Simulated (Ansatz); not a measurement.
A run of Ansatz (development build ahead of 0.2.0) on singlet Li₄H₄ at this shape:

```xyz
8

H    -0.9300   -0.9300   -0.9300
Li   -0.9300   -0.9300    0.9300
Li   -0.9300    0.9300   -0.9300
H    -0.9300    0.9300    0.9300
Li    0.9300   -0.9300   -0.9300
H     0.9300   -0.9300    0.9300
H     0.9300    0.9300   -0.9300
Li    0.9300    0.9300    0.9300
```

Its results:

```json
{
  "Converged": "yes",
  "Reference energy": "-32.14435 hartree",
  "Correlation energy": "-0.10964 hartree",
  "Total energy": "-32.25400 hartree",
  "Spin squared of the determinant": "0.000"
}
```

**Question.** Which input gives this output? Name the method, the orbitals and the basis set, and write the input.

**Answer.** RHF-MP2 in cc-pVDZ. An unrestricted run that stays on the closed shell gives the same numbers.

```yaml
crystal:
  periodic: [false, false, false]
  atoms:
    - { symbol: H, position_ang: [-0.93, -0.93, -0.93] }
    - { symbol: Li, position_ang: [-0.93, -0.93, 0.93] }
    - { symbol: Li, position_ang: [-0.93, 0.93, -0.93] }
    - { symbol: H, position_ang: [-0.93, 0.93, 0.93] }
    - { symbol: Li, position_ang: [0.93, -0.93, -0.93] }
    - { symbol: H, position_ang: [0.93, -0.93, 0.93] }
    - { symbol: H, position_ang: [0.93, 0.93, -0.93] }
    - { symbol: Li, position_ang: [0.93, 0.93, 0.93] }
basis:
  gaussian: { orbitals: cc-pVDZ }
hamiltonian:
  xc: hf
correlation:
  method: mp2
  frozen_orbitals: { H: 0, Li: 0 }
```
